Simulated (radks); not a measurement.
Values are calculated unless marked as measured or tabulated.
Removal energies from the sulfur ion S7+, [He] 2s2 2p5, by Delta-SCF beside the eigenvalue of the level emptied. Level of theory: non-relativistic Kohn-Sham, PBE, spin-polarised, spherical densities, point nucleus (a radial shooting solver on a logarithmic mesh with Libxc functionals). Open shells are filled with parallel spins first.

removed from,final configuration,Delta-SCF (eV),-eigenvalue (eV)
2p,[He] 2s2 2p4,329.14,304.92
2s,[He] 2s1 2p5,378.14,356.34
1s,1s1 2s2 2p5,2650.1,2567.2
